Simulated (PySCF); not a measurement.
Telling isomers of C6H14P2 apart by NMR

Method: GIAO PBE0/pcSseg-1 shieldings, coordinates at the GFN2-xTB level, in PySCF 2.14 (fast rotation and ring inversion assumed for equivalent nuclei, single conformer, non-relativistic, no solvent model).

Referencing at the same level of theory: 1H (31.72 ppm) and 13C (186.93 ppm) against TMS. Splittings of carbon signals by F and P are missing where no couplings were computed. Where no couplings were computed, multiplicities follow the n + 1 count of equivalent neighbours, and m marks all less simple cases (inequivalent or close neighbours, rings, F or P nearby). Shifts are as computed. Against solution values, carbons near 30 ppm lie about +3 ppm off and those near 130 ppm about +5 ppm. Of 1211 compounds with measured shifts, 218 miss one by over three times the rms of a fit or turn the order of signals round; such compounds aren't used in these exercises.

(1) Tabulate the signals of `CP1CCP(C)CC1`, `CC(C)=PCP(C)C`, `CCP1CCPCC1` and their relative energies.

(2) What is the quickest way to tell CC(C)=PCP(C)C from CCP1CCPCC1?

(3) What is the quickest way to tell CP1CCP(C)CC1 from CC(C)=PCP(C)C?

(4) What is the quickest way to tell CP1CCP(C)CC1 from CCP1CCPCC1?

Answers

(1) 
| SMILES | carbon types | δC | δH | E rel. (kcal/mol) |
| --- | --- | --- | --- | --- |
| CP1CCP(C)CC1 | 4×CH2 2×CH3 | 32.2, 17.5 | 1.68 (m, 8H), 1.01 (m, 6H) | 0.0 |
| CC(C)=PCP(C)C | 1×C 1×CH2 4×CH3 | 218.7, 38.2, 34.0, 28.5, 21.4 | 2.75 (m, 3H), 2.46 (m, 3H), 1.94 (m, 2H), 1.11 (m, 6H) | 20.4 |
| CCP1CCPCC1 | 5×CH2 1×CH3 | 31.1, 30.7, 21.4, 12.1 | 3.57 (m, 1H), 2.03 (m, 4H), 1.68 (m, 4H), 1.38 (m, 2H), 1.13 (m, 3H) | 6.2 |

Energies are electronic energies at PBE0/pcSseg-1 on these geometries, without zero-point or thermal terms, each for the one conformer computed, which needn't be the lowest.

(2) Count the carbon signals: 5 against 4. The first has a carbon double-bonded to a heavier main-group atom (C) at 218.7 ppm, the second an sp3 CH2 bonded to P at 21.4 ppm. Their most deshielded carbons lie at 218.7 and 31.1 ppm. In the proton spectra the most deshielded non-exchanging signals are 2.75 (m, 3H) and 3.57 (m, 1H).

(3) Count the carbon signals: 2 against 5. The first has an sp3 CH2 bonded to P at 32.2 ppm, the second a carbon double-bonded to a heavier main-group atom (C) at 218.7 ppm. In the proton spectra the most deshielded non-exchanging signals are 1.68 (m, 8H) and 2.75 (m, 3H).

(4) Count the carbon signals: 2 against 4. The first has a methyl carbon bonded to P (CH3) at 17.5 ppm, the second an sp3 CH2 bonded to P at 21.4 ppm. Their most deshielded carbons lie at 32.2 and 31.1 ppm. In the proton spectra the most deshielded non-exchanging signals are 1.68 (m, 8H) and 3.57 (m, 1H).
